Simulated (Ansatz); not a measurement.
The C4–H6 bond of C2H7B (SMILES BCC) is stretched (multiplicity 1, the rest rigid).
Geometry at rest (charge 0, multiplicity 1):
```tsv
atom	x (Å)	y (Å)	z (Å)
B	-0.7451	1.0097	0.7393
H	-1.0555	1.2698	1.8631
H	-1.1425	1.7179	-0.1381
C	0.2045	-0.1837	0.4538
C	0.3821	-0.6374	-0.9973
H	-0.0317	-1.0298	1.1103
H	1.1699	0.1762	0.8572
H	0.6743	0.1982	-1.6362
H	-0.5510	-1.0392	-1.3976
H	1.1427	-1.4149	-1.0944
```

Correlated levels freeze the cores.

Programs: Ansatz (Gaussian basis) for Hartree–Fock, density functionals and correlated methods. Each number belongs to the level named beside it.

Energies above the point at 1.097 Å (the B3LYP-D3(BJ) bond length), FIC-MRCISD+Q on CASSCF(2,2)/cc-pVDZ (kcal/mol): 7.18 at 0.987 Å; 2.74 at 1.206 Å; 104.21 at 3.509 Å.

Question: Take the last value as the depth D of a Morse curve D(1 − e^(−a(R − R₀)))², fit a and R₀ to the two near points, and test it at 1.480 and 1.919 Å.

Answer: 
With D = 104.2, both near points (counted from the curve's value at 1.097 Å) are met by a = 1.89 Å⁻¹ and R₀ = 1.111 Å, so k = 2Da² = 741 kcal/(mol Å²). The curve then gives 26.1 and 63.7 kcal/mol; the level itself gives 26.2 and 65.8, so Morse is off by 0.0 and -2.1.

Ansatz is a program for electronic structure.
